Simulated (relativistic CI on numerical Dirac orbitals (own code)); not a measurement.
# Radial parameters of Xe6+

Computed by Dirac-Coulomb-Breit CI, separate exchange-only KLI orbitals for each configuration, model QED, unscaled Slater integrals (own radial code, finite nucleus).

Slater integrals F^k, G^k are unscaled and averaged over j, outside the closed core [Kr]; ζ comes from projecting the Hamiltonian with its Breit term on Σ l·s of the shell.

- 4d10.5s.5p: G^1(5s,5p) = 76534, ζ(5p) = 11163 cm⁻¹; <r>(5s) = 1.645, <r^2>(5s) = 3.019, <r>(5p) = 1.835, <r^2>(5p) = 3.76 (bohr units).
- 4d10.5p2: F^2(5p,5p) = 58649, ζ(5p) = 11064 cm⁻¹; <r>(5p) = 1.836, <r^2>(5p) = 3.763 (bohr units).
- 4d10.5s.5d: G^2(5s,5d) = 38483, ζ(5d) = 972.24 cm⁻¹; <r>(5s) = 1.639, <r^2>(5s) = 2.998, <r>(5d) = 2.274, <r^2>(5d) = 5.789 (bohr units).

Averages of the first 10 configurations, taken without configuration mixing, which lowers the lowest level and can move excited configurations by several eV; other configurations of the list can lie among them:

```tsv
Configuration	Parity	States	Average energy above the lowest level (eV)
4d10.5s2	even	1	0.9
4d10.5s.5p	odd	12	14.3
4d10.5p2	even	15	30.4
4d10.5s.5d	even	20	35.9
4d10.4f2	even	91	68.7
4d10.5d2	even	45	72.7
4d10.5s.4f	odd	28	34.2
4d10.5s.5f	odd	28	56.6
4d10.4f.5p	even	84	49.0
4d10.5p.5d	odd	60	51.1
```
